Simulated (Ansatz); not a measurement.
The same molecule with X = Ti, Zr, Hf. Ansatz, PBE0-D4/def2-TZVP geometries, multiplicity 1. Each molecule was computed in one conformer, which needn't be the lowest.

Elements past krypton have def2 core potentials. Scalar relativity is left out up to krypton.

```json
{"X": "Ti", "molecule": "`CC[O][Ti]([OH])([O]CC)[O]CC`", "mean X–O bond length / Å": "1.794", "LUMO energy (B3LYP/def2-TZVPP) / eV": "-0.91", "HOMO–LUMO gap (ωB97M-V/def2-TZVPP) / eV": "11.28", "LUMO energy (ωB97M-V/def2-TZVPP) / eV": "1.33"}
{"X": "Hf", "molecule": "`CC[O][Hf]([OH])([O]CC)[O]CC`", "mean X–O bond length / Å": "1.930", "LUMO energy (B3LYP/def2-TZVPP) / eV": "0.00", "HOMO–LUMO gap (ωB97M-V/def2-TZVPP) / eV": "11.24", "LUMO energy (ωB97M-V/def2-TZVPP) / eV": "1.41"}
```

Question: Give the row for X = Zr, `CC[O][Zr]([OH])([O]CC)[O]CC`. (Estimate.)

Answer: Ansatz gave: 
```tsv
X	molecule	mean X–O bond length / Å	LUMO energy (B3LYP/def2-TZVPP) / eV	HOMO–LUMO gap (ωB97M-V/def2-TZVPP) / eV	LUMO energy (ωB97M-V/def2-TZVPP) / eV
Zr	`CC[O][Zr]([OH])([O]CC)[O]CC`	1.929	-0.10	10.83	1.01
```

From Ti to Hf the mean X–O bond length rises at each step, by 0.136 Å in all; the LUMO energy (B3LYP/def2-TZVPP) rises at each step, by 0.91 eV in all; the HOMO–LUMO gap (ωB97M-V/def2-TZVPP) isn't monotonic: highest at Ti, lowest at Zr; the LUMO energy (ωB97M-V/def2-TZVPP) isn't monotonic: highest at Hf, lowest at Zr.

B3LYP here is the variant with VWN-RPA as its local correlation; programs differ in this.
